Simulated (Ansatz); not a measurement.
Computed with Ansatz on PBE0-D4/def2-TZVP structures; ΔE is electronic, products minus reactants. CCSD(T)/CBS is the MP2 limit (def2-TZVPP, def2-QZVPP) plus CCSD(T) − MP2 in def2-TZVPP, frozen cores. This one scheme is used for every species. DFT in def2-TZVPP. HSE06 is defined as in plane-wave codes. One conformer a species, not always the lowest.

Reaction (formal exchange of groups at a B–O bond): `OB(O)Cl` + CH₃NH₂ → `NCB(O)Cl` + H₂O

| level | ΔE (kcal/mol) | difference from CCSD(T)/CBS |
| --- | --- | --- |
| PBE-D4 | 29.3 | -0.2 |
| r2SCAN-D4 | 31.4 | 1.9 |
| HSE06-D4 | 30.0 | 0.5 |
| CAM-B3LYP-D4 | 32.0 | 2.5 |
| ωB97M-V | 30.7 | 1.2 |
| PBE0 | 30.9 | 1.4 |
| HSE06 | 30.9 | 1.4 |
| RPA@PBE/def2-TZVPP | 30.2 | 0.7 |
| MP2/def2-TZVPP | 30.3 | 0.8 |
| CCSD/def2-TZVPP | 31.2 | 1.7 |
| CCSD(T)/CBS | 29.5 | 0 |

Q: What do rigid-rotor, harmonic-oscillator terms from PBE0-D4/def2-TZVP frequencies (298.15 K, 1 bar) make of the CCSD(T)/CBS value? (An estimate is asked.)

A: The calculation gave: ΔZPE = -1.8 kcal/mol, ΔH = +28.6 kcal/mol, ΔS = -9 J/(mol·K), ΔG = +29.2 kcal/mol.

Largest T1 diagnostic among the species: 0.011.

At CCSD(T), def2-SVP lies +6.0 kcal/mol from the extrapolated value and def2-TZVPP +1.0 kcal/mol. In def2-TZVPP, CCSD(T) changes the Hartree–Fock value by −5.3 kcal/mol (the triples alone add −0.6 kcal/mol) and MP2 by −5.5 kcal/mol. Leaving LDA and LC-ωPBE aside and taking each functional with its dispersion term where it has one, the values, not all of them listed here, spread over 3.7 kcal/mol, from revPBE-D4 to BHLYP-D4.
